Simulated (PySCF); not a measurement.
# Static response to an electric field

Species: trans-Si(NH3)2Cl4.
Structure used (PBE0-D3(BJ)/def2-SVP), in Å, numbered top down from 1:
```xyz
13
Cl4H6N2Si angstrom
Si     0.0031   -0.0050    0.0019
N     -0.0245   -0.0272    1.9569
H     -0.4725    0.8271    2.2954
H      0.9382   -0.0700    2.3011
H     -0.5432   -0.8474    2.2779
N      0.0288    0.0172   -1.9533
H      0.5278    0.8503   -2.2729
H     -0.9354    0.0427   -2.2951
H      0.4935   -0.8262   -2.2962
Cl     2.1862   -0.0317   -0.0026
Cl    -2.1797    0.0261    0.0066
Cl     0.0336    2.1787    0.0243
Cl    -0.0253   -2.1868   -0.0220
```

Level: wB97X-D/def2-SVPD (PySCF), static field, nuclei fixed, core orbitals frozen in the response. The polarisability tensor in these axes (au):

```
x   104.76   0.00  -0.21
y     0.00 104.74   0.11
z    -0.21   0.11  93.44
```

**Question.** Diagonalise the tensor; give its mean and Δα, where Δα² is half the sum of the squared differences of the eigenvalues.

**Answer.** Principal values 93.43, 104.74 and 104.77 au; mean 100.98 au = 14.96 Å³ = 16.65 × 10⁻⁴⁰ C²·m²/J; Δα = 11.32 au (11 % of the mean).

**Question.** What is the dipole moment?

**Answer.** 0.02 D; point group C2h allows none, and the residue is numerical.

**Question.** What molar refraction does this α imply?

**Answer.** Lorentz–Lorenz: R = (4π/3)N_A α = 2.5225 cm³/(mol·Å³) × 14.96 Å³ = 37.7 cm³/mol, in the limit of long wavelengths.

**Question.** In TDDFT the mean static polarisability is Σ f/ω² over all singlet excitations (ω in hartree). How much of it do the 10 lowest give? Their energies (eV) and oscillator strengths: 6.04, 0.0000; 6.89, 0.0000; 6.94, 0.0484; 6.95, 0.0486; 7.21, 0.0001; 7.45, 0.0000; 7.45, 0.0000; 7.56, 0.0389; 7.69, 0.0500; 7.69, 0.0475.

**Answer.** They add up to 3.22 au, 3.2 % of the 100.98 au; the largest single term is 0.75 au, from the state at 6.95 eV. Terms in order: 0.00, 0.00, 0.74, 0.75, 0.00, 0.00, 0.00, 0.50, 0.63, 0.59 au. Higher excitations give the rest. The strengths listed sum to 0.233.

**Question.** Find the Langevin capture rate constant for NO+ (29.998 u) meeting this molecule (201.905 u), k = 2.342 × 10⁻⁹ cm³/s × √(α in Å³ / reduced mass in u).

**Answer.** The reduced mass is 26.12 u, so k = 1.77 × 10⁻⁹ cm³/s.

Isolated species at its PBE0-D3(BJ)/def2-SVP geometry, gas phase.
